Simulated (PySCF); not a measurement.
Match each property card to its molecule.

Structures:
1. `C/C=N/C/C=N/C`
2. `c1cnc(s1)CC`
3. `C=CCP(C)CCC#N`

Card P (geometry PBE0-D3(BJ)/def2-SVP):
- Rotational constants A, B, C: 1.742, 0.746, 0.562 GHz
- Static isotropic polarisability (B3LYP/def2-SVPD): 117.6 au
- Vertical ionisation energy (ΔSCF B3LYP/def2-SVPD): 8.76 eV
- Dipole moment (B3LYP/def2-SVPD): 4.25 D
- 13C chemical shifts (computed TMS as zero) by class (GIAO PBE/pcSseg-1): 141.5 (1 C), 123.3 (1 C), 120.1 (1 C), 45.4 (1 C), 32.1 (1 C), 16.0 (1 C), 15.6 (1 C) ppm
- HOMO energy (B3LYP/def2-SVPD): -6.75 eV
- Strongest line among the 10 lowest singlet transitions (TDDFT B3LYP/def2-SVPD): S9 at 6.87 eV (180 nm, f = 0.229)

Card Q (geometry GFN2-xTB):
* Rotational constants A, B, C: 8.387, 0.999, 0.951 GHz
* Static isotropic polarisability (PBE0/def2-SVPD): 81.2 au
* Dipole moment (PBE0/def2-SVPD): 0.84 D
* Lowest singlet excitation (TDDFT PBE0/def2-SVPD): 5.03 eV (246 nm, f = 0.004)
* 13C chemical shifts (computed TMS as zero) by class (GIAO PBE0/pcSseg-1): 166.4 (1 C), 164.4 (1 C), 73.4 (1 C), 50.7 (1 C), 27.0 (1 C) ppm

Card R (geometry GFN2-xTB):
* Rotational constants A, B, C: 4.466, 1.829, 1.419 GHz
* Static isotropic polarisability (PBE0/def2-SVPD): 81.6 au
* HOMO energy (PBE0/def2-SVPD): -7.00 eV
* Strongest line among the 6 lowest singlet transitions (TDDFT PBE0/def2-SVPD): S2 at 5.53 eV (224 nm, f = 0.103)
* Point group: C1

All species are isolated and taken at one optimised geometry, non-relativistic unless stated; the electronic structure was computed with PySCF and density fitting. NMR classes are plain means over equivalent atoms (diastereotopic ones count apart unless rotation or inversion swaps them), as if these changed places fast.

Problem. Which card belongs to which structure?

Solution. P = 3, Q = 1, R = 2. What ties each card to its structure:
- 1 (card Q), C5H10N2, monoisotopic mass 98.1 u, 7 heavy atoms: 5 C in 5 classes; the least shielded carbon (166.4 ppm) is an imine carbon; an asymmetric top with C = 0.951 GHz; polarisability 81.2 au for 54 electrons; dipole 0.84 D.
- 2 (card R), C5H7NS, monoisotopic mass 113.0 u, 7 heavy atoms: an asymmetric top with C = 1.419 GHz, the highest such constant on the cards; polarisability 81.6 au for 60 electrons.
- 3 (card P), C7H12NP, monoisotopic mass 141.1 u, 9 heavy atoms: 7 C in 7 classes; the least shielded carbon (141.5 ppm) is an alkene CH carbon; an asymmetric top with C = 0.562 GHz, the lowest such constant on the cards; polarisability 117.6 au for 76 electrons; dipole 4.25 D.
